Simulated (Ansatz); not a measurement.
This geometry of FH3O2Zn (7 atoms, charge 0, multiplicity 1) is a first-order saddle point.

Computed with RKS B3LYP-D4/def2-SVP (Ansatz).

```xyz
7
Properties=species:S:1:pos:R:3
Zn -0.139 -0.101 -0.469
O 0.061 -0.997 1.193
O -0.692 0.169 -2.145
H 0.724 0.117 1.350
F 1.079 1.005 0.831
H -0.702 -1.179 1.755
H -0.330 0.986 -2.515
```

(1) Which two structures does it join? (They come from a converged band through this point; their orientation in space is the band's.)

(2) How far does it lie above each of them?

Answers

(1) Bonds broken: H4–F5. Bonds formed: O2–H4.

Initial state:

```xyz
7
Properties=species:S:1:pos:R:3
Zn -0.219 -0.193 -0.463
O 0.026 -0.997 1.191
O -0.687 0.169 -2.143
H 0.793 0.235 1.334
F 1.120 1.031 0.808
H -0.735 -1.240 1.731
H -0.298 0.996 -2.457
```

Final state:

```xyz
7
Properties=species:S:1:pos:R:3
Zn 0.205 0.415 -0.495
O 0.051 -0.997 1.129
O -0.707 0.081 -1.997
H 0.576 -0.316 1.610
F 1.200 1.208 0.797
H -0.764 -1.148 1.628
H -0.561 0.758 -2.671
```

(2) 1.0 kJ/mol above the first and 37.2 kJ/mol above the second. This is the barrier of this one path; another mechanism may lie lower. The orbitals stay closed-shell, which can raise the energy where a bond breaks towards radicals; this wasn't checked here.

Run time: 87 s on 2 threads of Intel(R) Xeon(R) 6975P-C (Granite Rapids), on a shared host, peak memory 0.19 GiB.
